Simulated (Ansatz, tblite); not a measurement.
Forces on the cluster Ag4Se⁻ at its PBE-D4/def2-SVPD geometry. Total charge -1; doublet.

In the def2 sets Ag takes a core potential; there is no spin–orbit coupling. The xTB rows come from tblite. At PBE-D4/def2-TZVPD the highest occupied level of the charge -1 doublet lies above zero (up to 0.41 eV). The electron is either unbound and held by the finite basis, or the level is raised by self-interaction error. Another isomer (doublet) lies 0.50 eV lower at PBE0-D4/def2-TZVPD; other spin states weren't run for this one.

GFN1-xTB (tblite), largest force 0.35 eV/Å:

```xyz
5
positions Å, forces eV/Å
Ag   -1.334    0.325    0.979    0.252   -0.022   -0.154
Ag    0.183    0.559   -1.544   -0.023    0.133    0.262
Ag    0.984    1.788    0.900   -0.062   -0.285   -0.194
Ag    1.241   -1.010    0.417   -0.105    0.251    0.113
Se   -1.073   -1.662   -0.752   -0.063   -0.077   -0.027
```

PBE-D4/def2-TZVPD (Ansatz), largest force 0.16 eV/Å:

```
Ag 0.042 -0.059 -0.070
Ag -0.030 -0.071 0.070
Ag -0.005 -0.015 -0.010
Ag -0.092 0.020 -0.045
Se 0.085 0.125 0.055
```
